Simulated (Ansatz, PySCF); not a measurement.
C₃H₁₁AlFNSi, singlet, geometry from GFN2-xTB (such geometries of metal compounds can be far from the true shape), atoms displaced at random by about 0.08 Å a coordinate. Base run: PySCF with PBE/STO-3G, gradient.

Input for PySCF:
```python
from pyscf import gto, scf, dft

mol = gto.M(
    atom='''
Si   -1.433066   -0.590766   -0.474216
F     0.044979   -0.693725   -1.513583
N    -0.863995    0.136975    0.787523
C    -1.509252    0.649954    1.961715
Al    1.055604    0.156895    0.000444
C     2.224174   -1.338478    0.879112
C     1.454464    1.874711   -0.861843
H    -2.316166    0.044642   -1.547977
H    -1.898873   -1.978256   -0.320755
H    -0.566795    1.442904    2.428628
H    -2.340155    1.456893    1.564759
H    -2.090836   -0.192689    2.321061
H     2.102313   -1.285103    2.021493
H     1.730527   -2.239970    0.632214
H     3.054901   -1.328133    0.484486
H     1.334327    2.796125   -0.177455
H     0.842797    2.154214   -1.719649
H     2.373189    1.817055   -1.309415
''',
    basis='sto-3g',
    charge=0,
    spin=0,
    verbose=3,
)

mf = dft.RKS(mol)
mf.xc = 'pbe'
mf.kernel()
g = mf.nuc_grad_method()
grad = g.kernel()
```

Programs used: Ansatz (a quantum-chemistry and plane-wave program), PySCF; a row that names a program was run with it.

The coordinate followed is z of atom 7.

Variants of this job, named by their change:

```csv
change,dE/dx (Eh/bohr),net force (Eh/bohr)
base,-0.048736,0.000042
density fitting = on; auxbasis_response = off,-0.049047,0.002477
finite difference step (bohr) = 0.2; conv_tol = 1e-11,-0.050715,-
grids.level = 5; grid_response = on,-0.048732,0.000000
conv_tol = 1e-11,-0.048736,0.000042
density fitting = on,-0.048739,0.000042
finite difference step (bohr) = 1e-5; conv_tol = 1e-11,-0.048763,-
grids.level = 1; grid_response = off,-0.048711,0.001342
finite difference step (bohr) = 0.01; conv_tol = 1e-11,-0.048768,-
finite difference step (bohr) = 0.05; conv_tol = 1e-11,-0.048886,-
conv_tol = 1e-6,-0.048737,0.000042
code = ansatz,-0.048732,0.000000
```

The net force is zero for an exact gradient.
